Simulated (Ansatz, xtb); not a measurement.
Two isomers of CH6BClGe

Structure X: `ClB[CH2][GeH3]`, a singlet. Structure Y: `C[B](Cl)[GeH3]`, a singlet. Both are isolated molecules in the gas phase, relaxed with B3LYP/6-31G*; each stands in its lowest conformer found.

Task: Estimate which is lower in electronic energy at CCSD(T)/def2-SVP + ΔMP2/def2-TZVPP, and by roughly how much.

Result: The CCSD(T)/def2-SVP + ΔMP2/def2-TZVPP calculation puts structure X lower, by 2.8 kcal/mol.

How the difference moves with the method:

| level | geometry | E(Y) − E(X) (kcal/mol) | departure from the last row (kcal/mol) | job, with rough time for the two |
| --- | --- | --- | --- | --- |
| B3LYP/6-31G* | B3LYP/6-31G* | +1.4 | −1.5 | optimisation, 5.7 min |
| HF/def2-SVP | B3LYP/6-31G* | +3.2 | +0.3 | part of the CCSD(T) run |
| MP2/def2-SVP | B3LYP/6-31G* | +3.3 | +0.4 | part of the CCSD(T) run |
| CCSD(T)/def2-SVP | B3LYP/6-31G* | +2.1 | −0.7 | single point |
| CCSD(T)/def2-SVP + ΔMP2/def2-TZVPP | B3LYP/6-31G* | +2.8 |  | single point, 63 s |

As drawn, Y has 1 B–Ge, 1 C–H in place of 1 C–Ge, 1 B–H.

None of the levels shown reverses the order. The largest departure from CCSD(T)/def2-SVP + ΔMP2/def2-TZVPP is that of B3LYP/6-31G*, 1.5 kcal/mol. Levels run at GFN2-xTB geometries aren't shown. The last row adds to CCSD(T) the change of the MP2 difference between the two basis sets, here +0.7 kcal/mol.

With harmonic frequencies from B3LYP/6-31G* (ideal gas, rigid rotor, one conformer each, 298.15 K, 1 atm): on the last row, ΔE + ΔZPE = +2.8 kcal/mol. A mode under 50 cm⁻¹ makes harmonic enthalpies and free energies unreliable, so none is given.

The correlated steps freeze 16 core orbitals; the filled d shell of Ge is correlated, in a basis made for valence electrons. Codes used: Ansatz 0.2.0; the last row on 1 thread of Arm Neoverse V1 on a shared host.
